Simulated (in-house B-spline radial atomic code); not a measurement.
Whole-atom quantities along the 31-electron series, configuration [Ar] 3d10 4s2 4p1. Breit and QED terms are first order and not part of the total energy; the density at the nucleus is averaged over the nuclear charge. Computed with an all-electron radial atomic-structure program (B-spline basis): Dirac-Hartree-Fock, average of the configuration, finite nuclei.

| ion | Z | E/Z² (Eh) | Σ<r²> (bohr²) | n(0)/Z³ (bohr⁻³) | Lamb diamagnetic shielding (ppm) | repulsion over attraction | Breit energy (eV) | self-energy (eV) | vacuum polarisation (eV) | Dirac less non-relativistic energy (Eh) |
| --- | --- | --- | --- | --- | --- | --- | --- | --- | --- | --- |
| Tm38+ | 69 | -2.6666 | 1.5871 | 2.6883 | 7549.84 | 0.085756 | 348.19 | 292.56 | -49.146 | -629.08 |
| Yb39+ | 70 | -2.6786 | 1.5251 | 2.7778 | 7697.93 | 0.084494 | 365.52 | 308.83 | -52.615 | -670.75 |
| Lu40+ | 71 | -2.6905 | 1.4664 | 2.8756 | 7847.64 | 0.083258 | 383.47 | 325.83 | -56.303 | -714.62 |
| Hf41+ | 72 | -2.7024 | 1.4109 | 2.9929 | 7999.1 | 0.082047 | 402.05 | 343.59 | -60.236 | -760.83 |
| Ta42+ | 73 | -2.7142 | 1.3583 | 3.1116 | 8152.28 | 0.080862 | 421.28 | 362.14 | -64.409 | -809.41 |
| W43+ | 74 | -2.726 | 1.3085 | 3.2343 | 8307.24 | 0.0797 | 441.17 | 381.52 | -68.84 | -860.47 |
| Re44+ | 75 | -2.7378 | 1.2612 | 3.366 | 8464.1 | 0.078561 | 461.73 | 401.77 | -73.549 | -914.13 |
| Os45+ | 76 | -2.7495 | 1.2162 | 3.4957 | 8622.84 | 0.077445 | 482.98 | 422.91 | -78.54 | -970.45 |
| Ir46+ | 77 | -2.7613 | 1.1735 | 3.645 | 8783.69 | 0.07635 | 504.95 | 444.98 | -83.857 | -1029.62 |
| Pt47+ | 78 | -2.773 | 1.1328 | 3.794 | 8946.59 | 0.075275 | 527.65 | 468.02 | -89.493 | -1091.69 |
| Au48+ | 79 | -2.7847 | 1.0941 | 3.9548 | 9111.71 | 0.07422 | 551.09 | 492.07 | -95.485 | -1156.82 |
| Hg49+ | 80 | -2.7965 | 1.0571 | 4.1192 | 9279.07 | 0.073183 | 575.3 | 517.19 | -101.84 | -1225.1 |

Question: With what power of Z does the column «vacuum polarisation (eV)» change over this range?

Answer: A fit of the logarithm of its size against log Z from Z = 69 to 80 has slope 4.93.
